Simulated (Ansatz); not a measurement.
Born–Oppenheimer molecular dynamics of AlClFH$_{3}$Si (7 atoms, charge 0, multiplicity 1). It goes on from the last frame of an earlier run, with new velocities.

Level of theory: RKS BHLYP/def2-SVP in Ansatz.

```
ensemble        : NVT, Nosé–Hoover chain
time step       : 0.5 fs
steps asked     : 100
set temperature : 200 K
thermostat      : time constant 50 fs, chain length 3
seed            : 800562
```

First frame:

```xyz
7
Properties=species:S:1:pos:R:3
F -1.958 0.657 0.495
Si -0.368 0.963 0.408
Al 0.757 -1.159 -0.345
Cl -0.145 -2.202 -1.931
H -0.245 2.122 -0.530
H 0.069 1.352 1.749
H 1.989 -1.803 0.356
```

Question: How far do the bonds stretch over the last three quarters of this one trajectory? (Pairs bonded in most of those frames.)

Answer: 
| bond | mean (Å) | spread (Å) | shortest | longest |
| --- | --- | --- | --- | --- |
| F1–Si2 | 1.626 | 0.017 | 1.60 | 1.65 |
| Si2–Al3 | 2.432 | 0.017 | 2.41 | 2.47 |
| Si2–H5 | 1.489 | 0.021 | 1.45 | 1.52 |
| Si2–H6 | 1.481 | 0.041 | 1.42 | 1.55 |
| Al3–Cl4 | 2.102 | 0.029 | 2.06 | 2.14 |
| Al3–H7 | 1.567 | 0.048 | 1.50 | 1.64 |

Mean temperature of the second half: 154 K. The conserved energy stayed within 0.12 meV per atom of its start (net change -0.004 meV per atom), so the integration is sound. The mean temperature of the second half is 23 % below the set value. A run of 0.05 ps of so small a system gives no equilibrium averages.

Time of the run: 2.8 min on 1 thread of Intel(R) Xeon(R) Platinum 8488C (Sapphire Rapids) (shared host), peak memory 0.16 GiB.
